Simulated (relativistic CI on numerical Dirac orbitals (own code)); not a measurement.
## Electric-dipole lines of O IV

Computed by Dirac-Coulomb-Breit CI, orbitals from a KLI potential per configuration, QED by a radiative potential, valence Slater integrals scaled by 0.85, P86 correlation energy added to each configuration (own radial code, finite nucleus).

Configuration list (outside the closed core 1s2): 2s2.2p, 2s.2p2, 2p3, 2s2.3s, 2s2.3p, 2s2.3d, 2p2.3s, 2p2.3p, 2s.2p.3s, 2p2.3d, 2s2.4s, 2s2.4p, 2s.2p.3p, 2s2.4d, 2s2.4f, 2s.2p.3d. Levels of other configurations are missing.

| λ vac (Å) | Lower | Upper | A (s⁻¹) | gf | Branching (%) |
| --- | --- | --- | --- | --- | --- |
| 187.36 | 2s.2p2 4P_5/2 [5] | 2p2.3p 4P°_5/2 [90] | 5.22e+09 | 1.65e-01 | 50.9 |
| 188.42 | 2s.2p2 4P_5/2 [5] | 2p2.3p 4D°_7/2 [85] | 4.74e+09 | 2.02e-01 | 62.1 |
| 188.42 | 2s.2p2 4P_3/2 [4] | 2p2.3p 4D°_5/2 [84] | 3.45e+09 | 1.10e-01 | 45.2 |
| 190.54 | 2s2.2p 2P°_1/2 [1] | 2s2.4d 2D_3/2 [61] | 1.41e+10 | 3.08e-01 | 73.8 |
| 190.68 | 2s2.2p 2P°_3/2 [2] | 2s2.4d 2D_5/2 [62] | 1.69e+10 | 5.54e-01 | 88.6 |
| 203.49 | 2s2.2p 2P°_3/2 [2] | 2s.2p.3p 2S_1/2 [38] | 5.41e+09 | 6.72e-02 | 55.9 |
| 207.06 | 2s2.2p 2P°_1/2 [1] | 2s.2p.3p 2D_3/2 [36] | 1.25e+10 | 3.20e-01 | 79.0 |
| 207.11 | 2s2.2p 2P°_3/2 [2] | 2s.2p.3p 2D_5/2 [37] | 1.50e+10 | 5.80e-01 | 95.4 |
| 213.20 | 2s2.2p 2P°_1/2 [1] | 2s.2p.3p 2P_1/2 [28] | 5.95e+09 | 8.11e-02 | 62.9 |
| 213.33 | 2s2.2p 2P°_3/2 [2] | 2s.2p.3p 2P_3/2 [29] | 8.47e+09 | 2.31e-01 | 77.3 |
| 213.42 | 2s2.2p 2P°_3/2 [2] | 2s.2p.3p 4D_3/2 [27] | 4.08e+09 | 1.11e-01 | 76.5 |
| 223.38 | 2s.2p2 2D_5/2 [6] | 2s.2p.3d 2D°_5/2 [73] | 4.18e+09 | 1.87e-01 | 8.6 |
| 223.80 | 2s.2p2 2D_5/2 [6] | 2s.2p.3d 2F°_7/2 [70] | 2.32e+10 | 1.40e+00 | 83.3 |
| 223.80 | 2s.2p2 2D_3/2 [7] | 2s.2p.3d 2F°_5/2 [71] | 2.19e+10 | 9.85e-01 | 77.8 |
| 232.75 | 2s.2p2 4P_1/2 [3] | 2s.2p.3d 4P°_3/2 [51] | 1.05e+10 | 3.41e-01 | 36.3 |
| 232.79 | 2s.2p2 4P_3/2 [4] | 2s.2p.3d 4P°_1/2 [52] | 2.48e+10 | 4.03e-01 | 85.4 |
| 232.82 | 2s.2p2 4P_3/2 [4] | 2s.2p.3d 4P°_3/2 [51] | 4.72e+09 | 1.54e-01 | 16.3 |
| 232.92 | 2s.2p2 4P_5/2 [5] | 2s.2p.3d 4P°_3/2 [51] | 1.33e+10 | 4.32e-01 | 45.8 |
| 238.61 | 2s2.2p 2P°_1/2 [1] | 2s2.3d 2D_3/2 [19] | 2.94e+10 | 1.00e+00 | 83.1 |
| 238.81 | 2s2.2p 2P°_3/2 [2] | 2s2.3d 2D_5/2 [20] | 3.52e+10 | 1.80e+00 | 99.7 |
| 238.82 | 2s2.2p 2P°_3/2 [2] | 2s2.3d 2D_3/2 [19] | 5.87e+09 | 2.01e-01 | 16.6 |
| 273.50 | 2s.2p2 4P_3/2 [4] | 2s.2p.3s 4P°_5/2 [23] | 2.92e+09 | 1.96e-01 | 30.0 |
| 273.58 | 2s.2p2 4P_1/2 [3] | 2s.2p.3s 4P°_3/2 [22] | 4.04e+09 | 1.82e-01 | 41.7 |
| 273.63 | 2s.2p2 4P_5/2 [5] | 2s.2p.3s 4P°_5/2 [23] | 6.79e+09 | 4.58e-01 | 70.0 |
| 273.78 | 2s.2p2 4P_3/2 [4] | 2s.2p.3s 4P°_1/2 [21] | 8.08e+09 | 1.82e-01 | 83.3 |
| 273.81 | 2s.2p2 4P_5/2 [5] | 2s.2p.3s 4P°_3/2 [22] | 4.37e+09 | 1.96e-01 | 45.0 |
| 280.85 | 2s2.2p 2P°_1/2 [1] | 2s2.3s 2S_1/2 [16] | 3.37e+09 | 7.98e-02 | 33.3 |
| 281.15 | 2s2.2p 2P°_3/2 [2] | 2s2.3s 2S_1/2 [16] | 6.76e+09 | 1.60e-01 | 66.7 |
| 281.48 | 2s.2p2 2S_1/2 [8] | 2s.2p.3d 2P°_1/2 [58] | 1.99e+10 | 4.72e-01 | 77.0 |
| 281.57 | 2s.2p2 2S_1/2 [8] | 2s.2p.3d 2P°_3/2 [57] | 1.98e+10 | 9.39e-01 | 78.5 |
| 307.98 | 2s.2p2 2D_5/2 [6] | 2s.2p.3s 2P°_3/2 [25] | 6.06e+09 | 3.45e-01 | 64.2 |
| 562.29 | 2s2.2p 2P°_1/2 [1] | 2s.2p2 2P_3/2 [10] | 1.23e+09 | 2.32e-01 | 16.6 |
| 563.04 | 2s2.2p 2P°_1/2 [1] | 2s.2p2 2P_1/2 [9] | 4.85e+09 | 4.61e-01 | 65.9 |
| 563.50 | 2s2.2p 2P°_3/2 [2] | 2s.2p2 2P_3/2 [10] | 6.15e+09 | 1.17e+00 | 83.4 |
| 564.25 | 2s2.2p 2P°_3/2 [2] | 2s.2p2 2P_1/2 [9] | 2.51e+09 | 2.40e-01 | 34.1 |
| 617.84 | 2s.2p2 4P_1/2 [3] | 2p3 4S°_3/2 [11] | 1.18e+09 | 2.71e-01 | 16.7 |
| 618.33 | 2s.2p2 4P_3/2 [4] | 2p3 4S°_3/2 [11] | 2.36e+09 | 5.41e-01 | 33.4 |
| 619.01 | 2s.2p2 4P_5/2 [5] | 2p3 4S°_3/2 [11] | 3.52e+09 | 8.10e-01 | 49.9 |
| 781.14 | 2s2.2p 2P°_1/2 [1] | 2s.2p2 2D_3/2 [7] | 7.01e+08 | 2.57e-01 | 83.9 |
| 783.56 | 2s2.2p 2P°_3/2 [2] | 2s.2p2 2D_5/2 [6] | 8.28e+08 | 4.57e-01 | 100.0 |
| 2878.2 | 2s.2p.3s 4P°_5/2 [23] | 2s.2p.3p 4S_3/2 [32] | 8.13e+07 | 4.04e-01 | 44.6 |
| 3283.0 | 2s.2p.3s 4P°_3/2 [22] | 2s.2p.3p 4D_5/2 [30] | 8.62e+07 | 8.35e-01 | 71.2 |
| 3287.0 | 2s.2p.3s 4P°_5/2 [23] | 2s.2p.3p 4D_7/2 [31] | 1.21e+08 | 1.57e+00 | 99.7 |
| 3432.8 | 2s.2p.3p 4S_3/2 [32] | 2s.2p.3d 4P°_3/2 [51] | 6.75e+07 | 4.77e-01 | 0.2 |
| 3719.4 | 2s.2p.3p 4D_3/2 [27] | 2s.2p.3d 4F°_5/2 [40] | 4.68e+07 | 5.83e-01 | 35.5 |

Terms are leading LS components. Brackets give the number of a level in order of energy, since labels repeat. The list gives strong lines, with weight on those to low levels, without lines whose two gauges differ by over a factor of 2.5, among the lowest 95 of 132 levels, so that lines to higher ones, which can be the strongest, are missing, and without lines across small gaps between configurations, and without 131 lines that miss the measured interval by over 3.5 %, start from a term whose rates miss tabulated ones by over 60 %, have gauges far apart or, lacking measured levels, span too small a gap for the errors found; lines with a level outside our table were not tested and can miss by more. Levels whose partners in the same complex of configurations lie outside the list can be far off, and so can their lines. Rates are taken at the computed energies, electric ones in the length gauge.

For a near-neutral ion this model can misplace configurations by up to about 10,000 cm⁻¹ (more where the count of f electrons changes) and terms by 10 to 25 % of their spread. Rates follow the energies as ν³ (E1, M1) or ν⁵ (E2), so they and the lifetimes can be off by large factors. The fine structure of a lone outer electron comes out too small, for d and f at times inverted, and misplaced configurations move strength between like terms. 42 of the 55 excited levels that our extract of the measured tables holds in this range could be paired (the sources list more); they are missed by 2624 cm⁻¹ on average and 15634 at most, and levels without a partner can miss by more.

Problem. From the table, what is the radiative lifetime of 2s.2p.3d 4P°_3/2?

Solution. The listed rates from this level add up to about 2.86e+10 s⁻¹, 99 % of its decay; with all channels τ = 3.45e-11 s.

LS names give the leading component of a level, which can be under half, so a name can repeat, a term be missing and a line seem to break the LS rules.
